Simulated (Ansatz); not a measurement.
C₃S₂, SMILES S=C=C=C=S.

Coordinates come from a PBE0-D3(BJ)/def2-SVP optimisation.

Two levels are set side by side: PBE/def2-SVPD (Ansatz, a first-principles code) and CAM-B3LYP/def2-SVPD (Ansatz). Energy differences of separate SCF runs at the same geometry; the states with an electron removed or added have multiplicity 2 and 2. Differences are taken from unrounded values.

```csv
quantity,PBE
vertical ionisation energy (eV),9.14
vertical electron affinity (eV),1.09
vertical singlet–triplet gap (eV),2.35
```

### Question
These are the PBE values. What does CAM-B3LYP give? (Estimate from the structure and the level; the computed values follow.)

### Answer

| quantity | CAM-B3LYP | PBE minus CAM-B3LYP |
|---|---|---|
| vertical ionisation energy (eV) | 9.09 | 0.04 |
| vertical electron affinity (eV) | 1.47 | -0.38 |
| vertical singlet–triplet gap (eV) | 2.11 | 0.24 |
